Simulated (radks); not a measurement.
Problem. The mean radii <r> (bohr) of the occupied orbitals of an atom or ion are listed with their occupations. Method: non-relativistic Kohn-Sham, SCAN, spin-polarised, spherical densities, point nucleus; meta-GGA in the generalised Kohn-Sham scheme; computed with a radial shooting solver on a logarithmic mesh with Libxc functionals.

orbital  occ.      <r>
1s up       1  0.05292
1s down     1  0.05292
2s up       1   0.2384
2s down     1   0.2381
2p up       3   0.2079
2p down     3   0.2076
3s up       1   0.7131
3s down     1   0.7153
3p up       3   0.7384
3p down     3   0.7420
3d up       5   0.8420
3d down     3   0.8599

Name the element and its charge. Open shells, if any, are filled with parallel spins first.

Solution. Z = 29, copper, charge +3: Cu3+ in [Ar] 3d8. The 1s radius gives Z: for a bare nucleus <r> = 1.5/Z, 0.05172 bohr for Z = 29, and screening makes it slightly larger (0.05292 here). The occupations add up to 26, and the charge is Z minus that.
